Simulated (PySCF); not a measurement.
All values below come from PBE-D3(BJ)/def2-TZVP // BP86-D3(BJ)/def2-SVP in PySCF. Isolated molecules, 0 K electronic values unless said otherwise. One relaxed conformer stands for a flexible species; it need not be the lowest. 

Reference species: [Hf(OH)4] (neutral, multiplicity 1).

The HOMO–LUMO gap is 6.09 eV. The coordination number is 4 and the LUMO comes out as -0.62 eV. The charge on the central atom (Mulliken) comes out as 1.43 e.

Changed species: [Hf(NH2)4] (4 of 4 OH replaced by NH2; the reference has 0 of 4 OH replaced by NH2).

**Question.** Give the shifts of the HOMO–LUMO gap, coordination number, LUMO and charge on the central atom (Mulliken).

**Answer.** the HOMO–LUMO gap falls by 1.39 eV, to 4.70 eV; the coordination number is nearly the same; the LUMO goes up by 0.05 eV, to -0.57 eV; the charge on the central atom (Mulliken) falls by 0.22 e, to 1.21 e.
